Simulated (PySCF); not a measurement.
C4H12Al2Cl2, singlet at its GFN2-xTB optimised geometry (Å):

```
20

Al    -1.3020     2.0130     2.1317
Al    -0.0250    -0.0227     0.0000
Cl    -0.6683    -0.1214     2.1296
C      0.0574     3.0114     3.1828
H     -0.0455     4.0936     3.0570
H      1.0964     2.7707     2.9285
H     -0.0447     2.8287     4.2570
C     -3.2892     2.0223     2.1362
H     -3.6907     3.0172     1.9203
H     -3.6952     1.7467     3.1145
H     -3.7499     1.3417     1.4103
Cl    -0.6647     2.1100     0.0000
C      1.9623    -0.0227     0.0000
H      2.3686     0.2449    -0.9804
H      2.3693    -1.0129     0.2271
H      2.4177     0.6682     0.7194
C     -1.3765    -1.0284    -1.0541
H     -1.2757    -0.8436    -2.1281
H     -2.4177    -0.7972    -0.7997
H     -1.2643    -2.1100    -0.9296
```

Level of theory: PySCF with PBE0/def2-SVP. Cells within 0.4 Å of a nucleus heavier than hydrogen are left out (blank, or x).

Map of the Laplacian of the electron density (e/bohr⁵), clipped to [-1.50, 1.50] on the plane z = 0.0 Å:

```
|333333333333333333333333333|
|333333333333333333333333333|
|333333333333333333333333333|
|333333333333333333333333333|
|333333333333333333333333333|
|333333333320133333333333333|
|33333333329x913333333333333|
|3333333330xxx03333333333333|
|33333333327x913333333333333|
|333333333320133333333333333|
|333333333333333333333333333|
|333333333333464333333333333|
|3333333333359x94224x2333333|
|333333333339xxx620xx3333333|
|3333333333359x9422xx1333333|
|333333333333595333300333333|
|333333333333333333310333333|
|333333333333333333333333333|
|333333333333333333333333333|
|333333333333333333333333333|
|333333333333333333333333333|
|333333333333333333333333333|
|333333333333333333333333333|
|333333333333333333333333333|
|333333333333333333333333333|
|333333333333333333333333333|
|333333333333333333333333333|
```
Scale: ten equal steps from -0.707 (start of '0') to 1.50 (end of '9'), in the order '0123456789'; x runs from -4.50 to 4.50, y from -4.50 (bottom) to 4.50 (top).
